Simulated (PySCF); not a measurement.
# Trend along the chalcogens: MTl cations

r²SCAN with double-zeta basis sets in PySCF, for the lowest determinant that a PBE0 search found; no spin–orbit coupling. De refers to high-spin ground-configuration atoms (the charge goes to the atom of lower measured ionisation energy or higher electron affinity, which is not always the lowest computed limit). A positive dipole points towards Tl; it is taken about the centre of mass and depends on that origin.

| M | basis | charged atom | state (unpaired electrons) | Re (Å) | ωe (cm⁻¹) | De (eV) | μ (D) |
| --- | --- | --- | --- | --- | --- | --- | --- |
| O | cc-pVDZ-PP/cc-pVDZ | Tl+ | triplet (π ↑↑) | 2.908 | 148 | n/a | -0.33 |
| S | cc-pVDZ-PP/cc-pV(D+d)Z | Tl+ | triplet (π ↑↑) | 3.191 | 121 | n/a | -0.91 |
| Se | def2-SVP | Tl+ | triplet (π ↑↑) | 3.260 | 88.2 | n/a | 0.68 |
| Te | cc-pVDZ-PP | Tl+ | triplet (π ↑↑) | 3.396 | 76.1 | n/a | 1.53 |

The shortest bond is that of TlO⁺ (2.908 Å), the longest that of TlTe⁺ (3.396 Å).

The rows differ in basis set, which adds steps of its own.

Down a group the atoms grow and get heavier, so bonds lengthen and wavenumbers fall; this series shows no clear exception.

Spin–orbit coupling is left out, which matters for elements this heavy, above all for dissociation energies. States were picked by a PBE0 search and need not be the measured ground states.
